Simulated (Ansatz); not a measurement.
Stepwise reaction of `C[O][Ge]([OH])([O]C)[O]C` with hydrogen, as a gas-phase model of exchange steps in deposition or etching. ΔE in kJ/mol.

Gas-phase electronic energies from Ansatz, PBE0-D4/def2-TZVP geometries. CBS: MP2 limit from def2 TZ/QZ plus the TZ coupled-cluster correction, frozen cores. This one scheme is used for every species. DFT in def2-TZVPP. B3LYP here is the variant with VWN-RPA as its local correlation; programs differ in this. For Ge outer-core shells are correlated without core-valence functions, which leaves a few kJ/mol of doubt a bond. Scalar relativity is left out up to krypton. Each species was taken in one conformer, which may not be the lowest.

```json
{"step": "1", "reaction": "`C[O][Ge]([OH])([O]C)[O]C` + H₂ → `C[O][GeH]([OH])[O]C` + CH₃OH", "PBE-D4": "15.1", "B3LYP-D4": "19.7", "ωB97M-V": "18.6", "CCSD(T)/CBS": "21.9"}
{"step": "2", "reaction": "`C[O][GeH]([OH])[O]C` + H₂ → `C[O][GeH2][OH]` + CH₃OH", "PBE-D4": "32.9", "B3LYP-D4": "37.4", "ωB97M-V": "36.9", "CCSD(T)/CBS": "39.1"}
{"step": "3", "reaction": "`C[O][GeH2][OH]` + H₂ → `[OH][GeH3]` + CH₃OH", "PBE-D4": "17.9", "B3LYP-D4": "20.7", "ωB97M-V": "19.5", "CCSD(T)/CBS": "22.0"}
```

By hand: ΔE of the 3 steps together at CCSD(T)/CBS.

(21.9) + (39.1) + (22.0) = 83.0 kJ/mol, or 27.7 kJ/mol a step.

In ΔE step 1 is the lowest and step 2 the highest. All are uphill at CCSD(T)/CBS. PBE-D4 differs from CCSD(T)/CBS by -6.8 to -4.1 kJ/mol a step. Isolated molecules leave out the surface, adducts and barriers. Largest T1 diagnostic: 0.012.
